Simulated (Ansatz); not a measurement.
C$_{2}$H$_{6}$BClO$_{2}$, SMILES `COB(Cl)OC`, relaxed with RKS PBE0-D4/def2-TZVP in Ansatz 0.2.0 from a PBE-D4/def2-SVP geometry. The force threshold is 0.005 eV/Å; the program also tests the step.

Charge 0, multiplicity 1.

Start:

```xyz
12

C     1.370   -1.126    1.122
O     0.460   -0.257    0.471
B    -0.217   -0.525   -0.679
Cl   -0.040   -2.079   -1.545
O    -1.070    0.381   -1.220
C    -1.289    1.654   -0.627
H     1.328   -2.155    0.707
H     1.123   -1.157    2.203
H     2.404   -0.737    1.011
H    -2.373    1.882   -0.674
H    -0.950    1.686    0.429
H    -0.744    2.434   -1.200
```

```tsv
step	energy (eV)	largest force (eV/Å)	largest move (Å)
1	-19459.5797	0.584	0.000
2	-19459.6210	0.168	0.026
3	-19459.6239	0.138	0.017
4	-19459.6247	0.064	0.019
5	-19459.6255	0.050	0.042
6	-19459.6258	0.067	0.033
7	-19459.6261	0.068	0.037
8	-19459.6265	0.072	0.025
9	-19459.6270	0.091	0.049
10	-19459.6273	0.108	0.038
11 (rejected)	-19459.6262	0.209	0.087
14	-19459.6290	0.038	0.055
17	-19459.6296	0.019	0.032
20	-19459.6314	0.012	0.054
23	-19459.6327	0.102	0.030
26 (rejected)	-19459.6343	0.101	0.047
29	-19459.6358	0.106	0.030
32 (rejected)	-19459.6380	0.154	0.085
35 (rejected)	-19459.6392	0.136	0.078
38	-19459.6397	0.085	0.065
41	-19459.6403	0.016	0.018
44 (rejected)	-19459.6402	0.050	0.019
46	-19459.6405	0.001	0.002
```

End:

```xyz
12

C     1.388   -1.090    1.071
O     0.448   -0.222    0.471
B    -0.162   -0.480   -0.706
Cl    0.169   -1.962   -1.622
O    -1.050    0.383   -1.232
C    -1.359    1.587   -0.551
H     0.945   -2.067    1.277
H     1.701   -0.630    2.008
H     2.260   -1.229    0.428
H    -2.099    2.116   -1.150
H    -1.772    1.382    0.440
H    -0.470    2.212   -0.436
```

Hardware: 4 threads of an Arm Neoverse V2 on a shared host. Wall time 3.1 min, peak host memory 0.73 GiB.
